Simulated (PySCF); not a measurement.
## How methods differ on the excitation energy of Bi(2+)

Bi(2+) [Xe] 4f14 5d10 6s2 6p1 (2P) → Bi(2+) [Xe] 4f14 5d10 6s2 6d1 (2D), as a difference of total energies. Calculation: PySCF 2.14, in x2c-TZVPPall with one added diffuse shell each of s, p, d, f type (12s8p7d4f, 99 functions); scalar relativity by spin-free X2C-1e. Correlated levels: valence: [Xe] 4f14 5d10 frozen; valence and next inner shell: [Kr] 4d10 4f14 frozen. The calculations carry no spin-orbit coupling.

```
                                method  excitation energy (eV)
                                   UHF                  11.083
                                   LDA                  10.699
                                   PBE                  10.420
                                  PBE0                  10.691
                                r2SCAN                  10.803
                                B2PLYP                  10.748
                               r2SCANh                  10.878
                                  TPSS                  10.501
                         MP2 (valence)                  10.877
                     SCS-MP2 (valence)                  10.887
    MP2 (valence and next inner shell)                  10.835
SCS-MP2 (valence and next inner shell)                  10.806
```

Q: How much does correlation contribute at MP2 (valence and next inner shell)?

A: 10.835 − (11.083) = -0.248 eV, measured against UHF.

A first-order spin-orbit estimate (lowest level to lowest level, LS coupling) adds 1.376 eV.

The promoted electron is Rydberg-like, and one or two diffuse shells describe it only roughly, which tends to raise the upper state.
